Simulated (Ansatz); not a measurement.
Geometry optimisation, RKS r2SCANh-D4/def2-SVP in Ansatz.

The input (input.yaml):

```yaml
crystal:
  periodic: [false, false, false]
  atoms:
    - { symbol: Al, position_ang: [-0.4162, 1.6156, -0.0543] }
    - { symbol: "N", position_ang: [0.8225, 0.3218, 0.3844] }
    - { symbol: Si, position_ang: [0.1776, -1.2385, -0.2421] }
    - { symbol: Cl, position_ang: [1.6367, -2.7483, 0.2648] }
    - { symbol: H, position_ang: [1.44671, 0.78427, -0.30703] }
    - { symbol: H, position_ang: [-1.223, 2.475, 1.0887] }
    - { symbol: H, position_ang: [0.8706, 0.2608, 1.4313] }
    - { symbol: H, position_ang: [-1.0561, -1.5216, 0.3756] }
    - { symbol: H, position_ang: [0.0735, -1.1632, -1.6493] }
basis:
  gaussian: { orbitals: def2-SVP }
hamiltonian:
  xc: r2scanh
  dispersion: d4
relax:
  f_tol: 0.02
  max_steps: 50
```

Command:

```bash
$ ansatz run input.yaml --threads 2 --pin off --max-ram 3072MiB --backend cpu --events-out ev --progress --plain --runs-dir out
```

**Question.** Where does it end, and by what steps?

**Answer.** It converged. After 14 steps the energy has fallen by 1.683 eV; H6 moved furthest, 1.00 Å.

| step | energy less start (eV) | largest force component (eV/Å) | accepted |
| --- | --- | --- | --- |
| 0 | 0.0000 | 2.673 | yes |
| 1 | -0.9991 | 1.804 | yes |
| 2 | -1.4678 | 0.903 | yes |
| 3 | -1.6011 | 0.295 | yes |
| 4 | -1.6261 | 0.372 | yes |
| 5 | -1.6459 | 0.253 | yes |
| 6 | -1.6550 | 0.173 | yes |
| 7 | -1.6640 | 0.209 | yes |
| 8 | -1.6714 | 0.101 | yes |
| 9 | -1.6794 | 0.032 | yes |
| 10 | -1.6809 | 0.128 | yes |
| 11 | -1.6828 | 0.050 | yes |
| 12 | -1.6832 | 0.023 | yes |
| 13 | -1.6832 | 0.032 | yes |
| 14 | -1.6834 | 0.010 | yes |

```xyz
9
Properties=species:S:1:pos:R:3
Al -1.144 1.641 -0.090
N 0.574 0.263 0.474
Si 0.228 -1.304 -0.283
Cl 1.748 -2.640 0.174
H 1.432 0.718 0.156
H -0.297 2.748 0.813
H 0.621 0.252 1.495
H -1.036 -1.801 0.297
H 0.208 -1.090 -1.743
```

Whether the end is a true minimum wasn't checked by a vibrational analysis.

The run took 30 s on 2 threads of Intel(R) Xeon(R) 6975P-C (Granite Rapids), with other jobs on the host, peak memory 0.23 GiB.
